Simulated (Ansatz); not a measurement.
Ansatz (a program for electronic structure) input:

Ansatz 0.2 input:
```yaml
crystal:
  periodic: [false, false, false]
  atoms:
    - {symbol: Si, position_ang: [0.25933452, 0.10229332, 0.01105334]}
    - {symbol: Cl, position_ang: [0.09909308, -1.26756750, -1.49786882]}
    - {symbol: Cl, position_ang: [-0.24540312, -0.75045398, 1.79909809]}
    - {symbol: Cl, position_ang: [-0.99501845, 1.65448744, -0.36346677]}
    - {symbol: N, position_ang: [1.88692607, 0.68666152, 0.08946311]}
    - {symbol: H, position_ang: [2.56341849, -0.05865841, 0.27704889]}
basis:
  gaussian:
    orbitals: def2-TZVPD
hamiltonian:
  xc: {name: HSE06}
magnetization: {spin_polarized: true, initial_magnetization: 1}
output: {forces: true}
```

What final total energy does it print?

-1724.97262 Eh (HSE06/def2-TZVPD). The basis has 227 functions.

It need not be the lowest isomer of its formula.
